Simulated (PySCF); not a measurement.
# Si3H9NO

Si3H9NO is a small molecule, neutral, singlet. The structure, one conformer, was relaxed in the gas phase by PBE0-D3(BJ)/def2-SVP. No frequency run checks that it is a minimum.

SMILES: N[Si](O)([SiH3])[SiH3]

Coordinates in Å:
```
Si1    -0.403   -0.127    0.199
Si2     0.504    2.031   -0.016
Si3     0.365   -1.628   -1.421
N4      0.160   -0.688    1.735
O5     -2.068   -0.093   -0.029
H6      0.193    2.843    1.209
H7      1.991    1.978   -0.169
H8     -0.074    2.749   -1.195
H9     -0.029   -3.030   -1.065
H10    -0.195   -1.304   -2.770
H11     1.858   -1.569   -1.498
H12     0.199   -0.078    2.544
H13     0.049   -1.658    2.010
H14    -2.556    0.561    0.481
```

Shieldings: GIAO PBE0/pcSseg-1. Shifts are against computed references at the same level: H TMS (σ 31.27 ppm), Si TMS (σ 352.0 ppm). Core levels by delta-SCF with SCAN, pcX-2 on the ionised atom and pcseg-1 elsewhere, spin-free X2C (2p3/2 is the spin-free 2p value less a third of a first-order spin-orbit splitting); from the vacuum level, for chosen atoms.

Give the shieldings and core levels atom by atom.


| atoms | bonded to | σ (ppm) | δ (ppm) | core level (eV) |
| --- | --- | --- | --- | --- |
| Si1 | 1 N + 1 O + 2 Si | 358.8 | -6.8 | 2p3/2 106.76 |
| Si2 | 1 Si + 3 H | 461.9 | -109.9 | 2p3/2 106.32 |
| Si3 | 1 Si + 3 H | 459.2 | -107.2 | 2p3/2 106.26 |
| N4 | 1 Si + 2 H | 214.8 | - | 1s 404.62 |
| O5 | 1 Si + 1 H | 244.9 | - | 1s 538.05 |
| H6 H7 H8 | 1 Si | 27.91 | 3.36 | - |
| H9 H10 H11 | 1 Si | 27.81 | 3.45 | - |
| H12 | 1 N | 29.82 | 1.45 | - |
| H13 | 1 N | 29.79 | 1.48 | - |
| H14 | 1 O | 29.77 | 1.50 | - |

Values are those of this one static structure, with the three H of a rotating XH3 group averaged; atoms that internal rotation interchanges would show their mean in an NMR spectrum.

Which of Si1, Si2, Si3 holds its core electrons tightest, and by how much against the loosest?

Si1 (bonded to 1 N + 1 O + 2 Si), by 0.50 eV over Si3 (bonded to 1 Si + 3 H).

By CAM-B3LYP/def2-SVPD (TDDFT singlets, Tamm-Dancoff triplets, ionisation by delta-SCF), where does absorption start, and what does vertical ionisation take?

The lowest singlet lies at 6.02 eV (f 0.066), the strongest of the first 6 at 6.99 eV (f 0.091), the lowest triplet at 5.31 eV; vertical ionisation takes 9.41 eV.
